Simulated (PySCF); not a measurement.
**XPS shifts beside NMR shieldings**

Species: C5H12BNO.
Structure used (PBE0-D3(BJ)/def2-SVP), in Å, numbered top down from 1:
```xyz
20
C5H12BNO angstrom
B     -1.0989    2.0635    0.3413
O     -0.5389    0.5470    0.3763
C     -1.4890   -0.5230    0.2158
C     -0.6289   -1.7095   -0.1578
C      0.4334   -1.0676   -1.0468
C      0.6776    0.2711   -0.3716
C      1.8088    0.2916    0.6219
N      2.7257   -0.5783    0.5875
H     -0.1420    2.7386    0.6908
H     -1.4319    2.2366   -0.8282
H     -2.0244    2.0546    1.1362
H     -2.0363   -0.6141    1.1624
H     -2.1913   -0.2373   -0.5844
H     -1.2035   -2.4955   -0.6669
H     -0.1664   -2.1495    0.7393
H      1.3684   -1.6412   -1.0974
H      0.0471   -0.9150   -2.0652
H      0.8005    1.1017   -1.0853
H      1.7517    1.1268    1.3438
H      3.4194   -0.4039    1.3197
```

Binding energies: delta-SCF UKS SCAN, pcX-2 on the ionised atom, pcseg-1 elsewhere, spin-free X2C in PySCF 2.14.0. Shieldings: GIAO KT2/pcSseg-1, non-relativistic, same geometry.

```json
{"atom": "C3", "C 1s (eV)": "292.82"}
{"atom": "C4", "C 1s (eV)": "291.46"}
{"atom": "C5", "C 1s (eV)": "291.27"}
{"atom": "C6", "C 1s (eV)": "292.80"}
{"atom": "C7", "C 1s (eV)": "292.45"}
```

**Question.** What are the absolute isotropic shieldings of these atoms?

**Answer.** 
```json
{"atom": "C5", "environment": "ring CH2 carbon", "C 1s (eV)": "291.27", "isotropic shielding (ppm)": "157.8"}
{"atom": "C4", "environment": "ring CH2 carbon", "C 1s (eV)": "291.46", "isotropic shielding (ppm)": "154.1"}
{"atom": "C7", "environment": "imine carbon", "C 1s (eV)": "292.45", "isotropic shielding (ppm)": "17.3"}
{"atom": "C6", "environment": "sp3 carbon bound to oxygen", "C 1s (eV)": "292.80", "isotropic shielding (ppm)": "92.0"}
{"atom": "C3", "environment": "sp3 carbon bound to oxygen", "C 1s (eV)": "292.82", "isotropic shielding (ppm)": "103.5"}
```

By binding energy: C5 < C4 < C7 < C6 ≈ C3. By shielding: C7 < C6 < C3 < C4 < C5.

Spin contamination (⟨S²⟩ against 0.75 for a pure doublet) is marked for C 1s of C7 (0.86), which makes this value less certain. The structure is a single PBE0-D3(BJ)/def2-SVP conformer in the gas phase; no vibrational or solvent corrections.
